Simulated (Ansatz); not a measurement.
Geometry optimisation, Ansatz 0.2.0, RKS PBE0/6-31G*.

The input (input.yaml):

```yaml
crystal:
  periodic: [false, false, false]
  atoms:
    - { symbol: Al, position_ang: [0.002143, 0.677835, -0.535278] }
    - { symbol: H, position_ang: [0.101697, 0.19816, 2.181813] }
    - { symbol: "N", position_ang: [1.567478, -0.059456, -0.918655] }
    - { symbol: H, position_ang: [1.713334, -0.873563, -1.49803] }
    - { symbol: H, position_ang: [2.453266, 0.334329, -0.630136] }
    - { symbol: "N", position_ang: [-1.568632, -0.003911, -0.999436] }
    - { symbol: H, position_ang: [-1.748998, -0.926176, -1.37056] }
    - { symbol: H, position_ang: [-2.428252, 0.530414, -0.933154] }
    - { symbol: F, position_ang: [-0.006383, 2.158707, 0.251141] }
    - { symbol: H, position_ang: [0.051347, 0.861861, 1.934295] }
basis:
  gaussian: { orbitals: "6-31G*" }
hamiltonian:
  xc: pbe0
relax:
  f_tol: 0.03
  max_steps: 50
```

Command:

```bash
$ ansatz run input.yaml --threads 1 --pin off --max-ram 2048MiB --backend cpu --events-out ev --progress --plain --runs-dir out
```

Problem. Where does it end, and by what steps?

Solution. The run converged. The force dipped under the threshold on the way, but the program's further checks kept it going. After 11 steps the energy has fallen by 0.079 eV; H2 moved furthest, 0.85 Å.

| step | energy less start (eV) | largest force component (eV/Å) | accepted |
| --- | --- | --- | --- |
| 0 | 0.0000 | 1.410 | yes |
| 1 | -0.0581 | 0.305 | yes |
| 2 | -0.0668 | 0.189 | yes |
| 3 | -0.0696 | 0.106 | yes |
| 4 | -0.0729 | 0.080 | yes |
| 5 | -0.0748 | 0.218 | yes |
| 6 | -0.0751 | 0.239 | yes |
| 7 | -0.0773 | 0.119 | yes |
| 8 | -0.0785 | 0.014 | yes |
| 9 | -0.0789 | 0.030 | yes |
| 10 | -0.0791 | 0.063 | yes |
| 11 | -0.0792 | 0.028 | yes |

```xyz
10
Properties=species:S:1:pos:R:3
Al 0.017 0.639 -0.671
H 0.025 0.463 2.982
N 1.566 -0.075 -1.140
H 1.683 -0.909 -1.697
H 2.463 0.295 -0.862
N -1.552 -0.012 -1.170
H -1.691 -0.840 -1.731
H -2.439 0.397 -0.915
F 0.035 2.002 0.278
H 0.029 0.939 2.408
```

Time of the run: 22 s on 1 thread of Intel(R) Xeon(R) 6975P-C (Granite Rapids), on a shared host, peak memory 0.17 GiB.
